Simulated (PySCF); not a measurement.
Method: TPSSh-D3(BJ)/def2-TZVP // r2SCAN-D4/def2-SVP (PySCF). All species are isolated molecules in the gas phase. One relaxed conformer stands for a flexible species; it need not be the lowest. 

Reference species: [Sc(Cl)2(OH)] (neutral, multiplicity 1).

The charge on the central atom (Mulliken) is 1.28 e and the mean distance from the central atom to its bonded neighbours is 2.137 Å. The HOMO comes out as -8.08 eV and the coordination number comes out as 3.

Changed species: [Sc(Cl)3] (0 of 3 Cl replaced by OH; the reference has 1 of 3 Cl replaced by OH).

**Question.** Predict the effect on the charge on the central atom (Mulliken), mean distance from the central atom to its bonded neighbours, HOMO and coordination number.

**Answer.** the charge on the central atom (Mulliken) decreases by 0.11 e, to 1.17 e; the mean distance from the central atom to its bonded neighbours rises by 0.131 Å, to 2.268 Å; the HOMO falls by 0.46 eV, to -8.54 eV; the coordination number stays essentially unchanged.
